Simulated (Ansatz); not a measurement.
Ideal-gas functions of CHClFNOSi (`O=C=N[SiH](F)Cl`) at 500 K and 1 bar, from an Ansatz frequency run at PBE0-D4/def2-TZVP.

Molar mass 125.56 g/mol, point group C1 (symmetry number 1), electronic degeneracy 1, moments of inertia 137.67, 358.92, 462.701 u Å². Harmonic wavenumbers (cm⁻¹, unscaled): 27, 44, 229, 263, 346, 553, 630, 638, 683, 830, 842, 937, 1532, 2332, 2422.

Use S(trans) = R[1.5 ln M + 2.5 ln T − 1.1517]; rotational temperatures θ = 24.2544 K / I; S(rot) = R[ln(√π/σ · √(T³/θAθBθC)) + 1.5]; for each mode x = 1.438777 ν̃/T, S = R[x/(eˣ − 1) − ln(1 − e⁻ˣ)] and H = RT x/(eˣ − 1); 1 cm⁻¹ = 0.0119627 kJ/mol; R = 8.31446 J/(mol·K).

By hand: the entropy, in J/(mol·K).

Translation 179.9. Rotation: θ = 0.1762, 0.0676, 0.0524 K, giving 125.4. Vibration, mode by mode: 29.56, 25.50, 11.93, 10.83, 8.69, 5.28, 4.42, 4.34, 3.92, 2.81, 2.73, 2.20, 0.55, 0.08, 0.06, in all 112.9. Electronic 0.0. Sum 418.2 J/(mol·K).

By hand: H − E and G − E in kJ/mol, counted from the electronic energy.

Zero-point energy ½ × 12308 × 0.0119627 = 73.6; thermal vibration 25.1; translation, rotation and pV give 4 RT = 16.6. H − E = 115.3 kJ/mol, and G − E = 115.3 − 500 × 418.2/1000 = -93.8 kJ/mol.

Vibration gives 27 % of the entropy, 55.1 J/(mol·K) of it from the modes under 150 cm⁻¹: soft modes count most, and the harmonic formula is weakest for them. The sum counts one conformer and one mirror image; others add a mixing term.
